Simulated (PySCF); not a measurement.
CH8FN3Si, SMILES N[Si](CF)(N)N.

Geometry optimised at PBE0-D3(BJ)/def2-SVP. This is a generated structure with no PubChem entry under its InChIKey; it may be hypothetical. The values are those of a single conformer.

Calculation: TDDFT-PBE0/def2-SVPD (PySCF).

Vertical excitations. Isolated molecule, no solvent.

Computed excitation energies, oscillator strengths and character:
| state | energy (eV) | λ (nm) | f | main pairs |
|---|---|---|---|---|
| S1 | 6.34 | 196 | 0.033 | HOMO→LUMO 93 % |
| S2 | 6.46 | 192 | 0.056 | HOMO−1→LUMO 93 % |
| S3 | 6.88 | 180 | 0.081 | HOMO−2→LUMO 60 %, HOMO→LUMO+1 32 % |
| S4 | 7.20 | 172 | 0.005 | HOMO−1→LUMO+1 40 %, HOMO→LUMO+1 33 %, HOMO−2→LUMO 22 % |
| S5 | 7.22 | 172 | 0.007 | HOMO−1→LUMO+1 53 %, HOMO→LUMO+1 31 %, HOMO−2→LUMO 12 % |
| S6 | 7.56 | 164 | 0.004 | HOMO−2→LUMO+1 37 %, HOMO→LUMO+3 23 %, HOMO−1→LUMO+2 14 %, HOMO→LUMO+2 14 % |
| S7 | 7.65 | 162 | 0.003 | HOMO−1→LUMO+2 35 %, HOMO−1→LUMO+3 21 %, HOMO→LUMO+3 14 %, HOMO−2→LUMO+1 13 % |
| S8 | 7.73 | 160 | 0.002 | HOMO→LUMO+2 47 %, HOMO→LUMO+3 22 %, HOMO−1→LUMO+2 15 % |
| S9 | 7.86 | 158 | 0.028 | HOMO→LUMO+3 28 %, HOMO−2→LUMO+1 24 %, HOMO→LUMO+2 19 %, HOMO−1→LUMO+3 9 % |
| S10 | 7.94 | 156 | 0.022 | HOMO−1→LUMO+3 63 %, HOMO−2→LUMO+1 12 % |
| T1 | 6.09 | 204 | 0 | HOMO→LUMO 83 % |
| T2 | 6.19 | 200 | 0 | HOMO−1→LUMO 81 % |
| T3 | 6.48 | 191 | 0 | HOMO−2→LUMO 45 %, HOMO→LUMO+1 41 % |
| T4 | 6.86 | 181 | 0 | HOMO−1→LUMO+1 73 % |
Triplets are in the Tamm–Dancoff approximation, which puts them higher than full response would, so one can lie above its singlet here.
